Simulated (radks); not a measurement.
Results of a calculation; reference values are marked as such.
Question: Radial electron density D(r) = 4 pi r^2 rho(r) of an atom or ion with 60 electrons. Level of theory: scalar-relativistic Kohn-Sham, LDA (Slater exchange, Perdew-Wang correlation), spin-polarised, spherical densities, point nucleus (a radial shooting solver on a logarithmic mesh with Libxc functionals).

```
   r/bohr * D(r) (the largest magnitude, 106, reaches the edge; | marks zero)
 0.001763 |   *
 0.002053 |     *
  0.00239 |      *
 0.002782 |        *
 0.003239 |          *
  0.00377 |            *
 0.004389 |               *
  0.00511 |                   *
 0.005949 |                      *
 0.006925 |                          *
 0.008062 |                              *
 0.009311 |                                  *
  0.01084 |                                     *
  0.01262 |                                       *
  0.01469 |                                         *
   0.0171 |                                         *
  0.01991 |                                        *
  0.02318 |                                      *
  0.02698 |                                     *
  0.03141 |                                    *
  0.03657 |                                     *
  0.04257 |                                         *
  0.04956 |                                              *
   0.0577 |                                                   *
  0.06717 |                                                      *
  0.07819 |                                                      *
  0.09103 |                                                  *
    0.106 |                                            *
   0.1234 |                                        *
   0.1436 |                                         *
   0.1672 |                                            *
   0.1946 |                                               *
   0.2266 |                                             *
   0.2638 |                                     *
   0.3071 |                           *
   0.3575 |                   *
   0.4162 |                  *
   0.4845 |                    *
   0.5641 |                     *
   0.6567 |                   *
   0.7645 |              *
     0.89 |         *
    1.036 |      *
    1.197 |     *
    1.393 |    *
    1.622 |   *
    1.888 | *
    2.198 |*
    2.559 |*
    2.979 |*
    3.467 *
    4.037 *
    4.699 *
    5.471 *
    6.369 *
    7.414 *
    8.632 *
    10.05 *
```

What is the nuclear charge?

Answer: Z = 61. The innermost maximum, from 1s, lies near gamma/Z bohr with gamma = sqrt(1 - (Z/c)^2) = 0.895, here 0.0147 bohr (found: 0.0162), and its height grows with Z. The density is that of the promethium ion Pm+ in [Xe] 4f4 6s2; the configuration itself is not fixed sharply by these data, and Z only to a few units. D(r) has 4 maxima, at r = 0.0162, 0.0716, 0.199, 0.551 bohr, and minima at 0.0309, 0.132, 0.400 bohr, inside which lie 1.95, 11.13, 29.13 electrons.
